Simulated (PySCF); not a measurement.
## SMILES [C@H]1(C=C=C)C=C[C@@H]1C, C₈H₁₀

Geometry (Å), atoms numbered from 1 in this order:
```xyz
18

C     3.471    0.625   -0.846
C     2.404    0.085   -0.351
C     1.319   -0.446    0.122
C    -0.007   -0.387   -0.566
C    -0.772   -1.689   -0.630
C    -1.789   -1.249    0.101
C    -1.206    0.127    0.303
C    -1.994    1.291   -0.271
H     3.753    1.641   -0.620
H     4.134    0.078   -1.498
H     1.336   -0.977    1.066
H     0.085    0.130   -1.522
H    -0.526   -2.624   -1.100
H    -2.716   -1.679    0.436
H    -0.921    0.339    1.337
H    -2.904    1.449    0.305
H    -2.272    1.089   -1.303
H    -1.402    2.203   -0.240
```

Method used: TDDFT CAM-B3LYP/def2-SVPD circular dichroism and optical rotation, one conformer, gas phase in PySCF. Geometry: GFN2-xTB.

The molecule is flexible and this is one conformer; a measurement averages over conformers. Singlets 14 and 15 lie within 0.01 eV of each other, so their separate moments and overlaps can depend on how they mix.

(1) Draw the ECD and absorption spectra from the lowest 16 states, each a Gaussian of half-width 0.25 eV at 1/e height.

Results:

(1) 
```
E (eV)  λ (nm)  Δε (L mol⁻¹ cm⁻¹)  ε (L mol⁻¹ cm⁻¹)
  5.30     234              +0.18              1.35
  5.40     230              +0.77              5.71
  5.50     226              +2.37              17.5
  5.60     222              +5.27                39
  5.70     218              +8.55              63.7
  5.80     214             +10.16              79.1
  5.90     210              +9.31              91.4
  6.00     207              +7.97               161
  6.10     203              +9.09               447
  6.20     200             +12.98              1250
  6.30     197             +16.37              2890
  6.40     194             +15.76              5220
  6.50     191             +11.10              7220
  6.60     188              +4.80              7810
  6.70     185              -1.92              7700
  6.80     182              -8.65              9280
  6.90     180             -11.16             13900
  7.00     177              -1.45             19700
  7.10     175             +21.83             23800
  7.20     172             +46.60             25700
  7.30     170             +58.52             27500
  7.40     168             +53.68             31300
  7.50     165             +34.73             38500
  7.60     163              +5.39             48100
  7.70     161             -25.62             54800
  7.80     159             -47.61             51800
  7.90     157             -58.45             39000
```
Δε uses R in velocity form, ε uses f in length form. Only the states computed contribute, so the short-wavelength end is incomplete.

The sign of the CD bands at 189, 167 nm isn't settled: the length form gives the opposite one.
